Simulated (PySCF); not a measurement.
**Polarisability and C₆ of Sb²⁺ (antimony, charge +2)**

[Kr] 4d10 5s2 5p1, 2P determinant. All numbers are calculated (PySCF 2.14, a scalar-relativistic core potential, in aug-cc-pVTZ-PP with ECP28MDF). Coupled (time-dependent) response in atomic units; α is the mean over directions.

| method | mean α (bohr³) | α xx, yy, zz | C₆ (like pair) | S(−4) |
| --- | --- | --- | --- | --- |
| UHF | 16.91 | 16.92, 16.88, 16.92 | 102.4 | 86.97 |
| PBE | 15.49 | 15.17, 16.14, 15.17 | 91.59 | 71.50 |
| PBE0 | 15.75 | 15.54, 16.16, 15.54 | 93.54 | 73.66 |
| wB97M-V | 15.66 | 15.65, 15.69, 15.65 | 92.00 | 74.63 |
| M06-L | 15.58 | 15.15, 16.45, 15.15 | 92.75 | 71.54 |

S(−4) is the Cauchy moment in α(ω) = α(0) + S(−4) ω² + …

Spin-orbit coupling is absent.

α(iu) at M06-L:

```
u (hartree)  α(iu) (bohr³)
          0          15.58
     0.0500          15.41
      0.100          14.90
      0.200          13.21
      0.300          11.17
      0.500          7.669
      0.750          4.999
       1.00          3.520
       1.50          2.071
       2.00          1.390
       3.00         0.7591
       5.00         0.3241
```

A single London oscillator, α(iu) = α/(1 + u²/ω²), gives C₆ = (3/4) ω α². Matching the computed C₆ needs ω = 4 × 92.75 / (3 × 15.58²) = 0.509 hartree.

For an ion, C₆ is the dispersion term alone; charge-induced terms of lower order in 1/R come first.

The components differ because the open shell of this determinant is not spherical; for a pure term their mean is the scalar polarisability.

Energies and moments cover only the electrons outside the core potential.
